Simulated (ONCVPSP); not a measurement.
**Potentials for iodine (I) compared**

Generated with ld1.x 7.5 (TM, RRKJ, ultrasoft, PAW), atompaw 4.2 or ONCVPSP 4.0.1. The cutoff is in Ry: for ld1.x and atompaw files where the sum of valence levels is converged to 10 mRy in a Bessel basis, for ONCV files where the hardest occupied wave has 1 mHa per electron of residual kinetic energy. The error is the largest all-electron minus pseudo excitation energy over each file’s own four to seven test configurations (ionisations up to +4, promotions, holes and added fractions of an electron), all of which were solved. The labels leave out finer settings (local radius, basis sizes, second energies), which also bear on the numbers. Spin-polarised tests are not counted. The rows are a selection from randomly drawn settings: files with unsolved tests, undetermined cutoffs or missed reference levels are left out.

A true bound ghost makes a file unfit for plane-wave use even where its test errors are small: the radial tests pick states by their node count and pass the ghost by.

| potential | cutoff (Ry) | largest error (meV) | bound ghosts |
| --- | --- | --- | --- |
| ONCV, LDA (Perdew-Wang 92), scalar-relativistic, rc 1.70/2.10/1.80 (spd), local smoothed, core correction yes, reference 5s2 5p5, qcut 3.4/3.6/5.4, projectors 3/2/2 | 68 | -321 | s, d |
| ONCV, BLYP, scalar-relativistic, rc 1.00/1.30/1.00 (spd), local smoothed, core correction no, reference 4s2 4p6 4d10 5s2 5p5, qcut 10.9/10.1/10.9, projectors 2/2/2 | 105 | -105 | none |
| ONCV, PBE, scalar-relativistic, rc 1.80/1.60/1.60 (spd), local d, core correction yes, reference 5s2 5p4.5, qcut 3.1/5.6/5.1, projectors 2/2/0 | 97 | -24 | s, p |

Task: Fill in the row for I: ONCV, LDA (Perdew-Wang 92), scalar-relativistic, rc 1.15/1.35/0.90 (spd), local d, core correction no, reference 4s2 4p6 4d10 5s2 5p5, qcut 12.5/9.2/11.6, projectors 2/2/0.

Result: cutoff 118 Ry, largest error -16 meV, bound ghosts: none.

Task: Fill in the row for I: ONCV, PBE, fully relativistic, rc 1.50/1.70 (sp), local smoothed, core correction no, reference 5s2 5p4.5, qcut 3.8/5.2, projectors 1/2.

Result: cutoff 87 Ry, largest error -13 meV, bound ghosts: s, p3/2, p1/2.

Task: Fill in the row for I: ONCV, LDA (Perdew-Wang 92), fully relativistic, rc 1.80/2.05 (sp), local smoothed, core correction yes, reference 5s2 5p5, qcut 3.6/3.4, projectors 1/2.

Result: cutoff 37 Ry, largest error -68 meV, bound ghosts: s.
